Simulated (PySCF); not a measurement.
These are PBE-D3(BJ)/def2-TZVP // PBE0-D4/def2-SVP (PySCF) values and carry that method's errors. Isolated molecules, 0 K electronic values unless said otherwise. One relaxed conformer stands for a flexible species; it need not be the lowest. 

Reference species (SMILES): `B[C@@H]1[C@@H]2CC[C@H]1[C@@H](C=O)C2` (neutral, multiplicity 1).

```json
{
  "S1 oscillator strength": "0.000",
  "HOMO–LUMO gap": "3.21 eV"
}
```

Changed species: `C1[C@@H]2C[C@@H](C=O)[C@H]([C@@H]1B)C2`.

Question: Give the shifts of the S1 oscillator strength and HOMO–LUMO gap.

Answer: the S1 oscillator strength is nearly the same; the HOMO–LUMO gap rises by 0.04 eV, to 3.25 eV.
